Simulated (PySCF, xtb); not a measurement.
Te(H)(NH2) (H3NTe), SMILES N[TeH].

Harmonic wavenumbers (cm⁻¹) from GFN2-xTB (xtb) at its own minimum, in rising order: 275, 502, 622, 794, 892, 1517, 1863, 3410, 3441.

### Question
What does B3LYP-D3(BJ)/def2-TZVP run with PySCF give at its own minimum? (An estimate is asked for; the answer gives what the named calculation found.)

### Answer
403, 517, 668, 789, 963, 1576, 2033, 3500, 3599. Paired by order, the mean absolute difference is 83 cm⁻¹ and the zero-point energies are 19.0 and 20.1 kcal/mol.
